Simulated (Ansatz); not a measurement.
Cartesian coordinates in Å:
```
C -1.319 0.941 0.296
C -0.643 -0.151 -0.523
B 0.833 -0.515 -0.100
N 1.473 0.125 0.963
S 1.779 -1.804 -0.992
H -2.336 1.139 -0.052
H -1.390 0.664 1.352
H -0.770 1.885 0.236
H -0.633 0.132 -1.583
H -1.243 -1.069 -0.486
H 1.021 0.844 1.501
H 2.411 -0.078 1.263
H 0.818 -2.115 -1.873
```

The species carries charge 0 and has multiplicity 1.

Q: List the r2SCAN/def2-TZVPP orbital energies in eV (the Gaussian-basis code of Ansatz). (Best estimate.)

A: Computed: Occupied: -2408.57, -385.21, -272.83, -272.51, -213.04, -180.47, -157.12, -157.01, -156.93, -22.81, -19.70, -18.63, -15.93, -13.17, -13.13, -11.22, -10.46, -10.06, -9.75, -8.77, -8.42, -7.62, -7.27, -6.04. Lowest empty: 0.21, 0.31, 1.01, 1.76, 2.21, 2.38, 2.70, 3.20.
